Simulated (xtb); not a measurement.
xtb input:

```bash
xtb mol.xyz --gfn 1 --sp --chrg 0 --uhf 0
```
mol.xyz:
```
8

F     -1.81251976    -1.50158182     0.52213575
Si    -1.42748204    -0.02267086     0.01316959
Si     0.90169869     0.05596914    -0.33182824
F      1.25242363     1.49625330    -0.93452691
F      1.65904307    -0.07125776     1.06937561
H     -1.85076871     0.95389250     1.04005486
H     -2.14894737     0.23020594    -1.25409471
H      1.47016041    -0.96099802    -1.23759888
```

Question: Which total energy does the run end on?

Answer: -21.00127 Eh (GFN1-xTB).
